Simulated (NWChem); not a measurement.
# C₅H₅F; SMILES C#CC1(F)CC1

Computed with NWChem. Coordinates come from a PBE0/def2-SVP optimisation. Ions are spin-unrestricted doublets at the neutral geometry; other ion states weren't tried.

```
level                                 vertical ionisation energy, ΔSCF (eV)  −ε(HOMO) (eV)  ΔSCF minus −ε(HOMO) (eV)
------------------------------------  -------------------------------------  -------------  ------------------------
B3LYP/def2-SVP                                                         9.51           7.13                      2.38
PBE/def2-SVP                                                           9.25           6.10                      3.15
LDA (Slater exchange, VWN5)/def2-SVP                                   9.46           6.26                      3.20
Hartree-Fock/def2-SVP                                                  9.02          10.24                     -1.22
M06-2X/def2-SVP                                                        9.84           8.61                      1.23
```
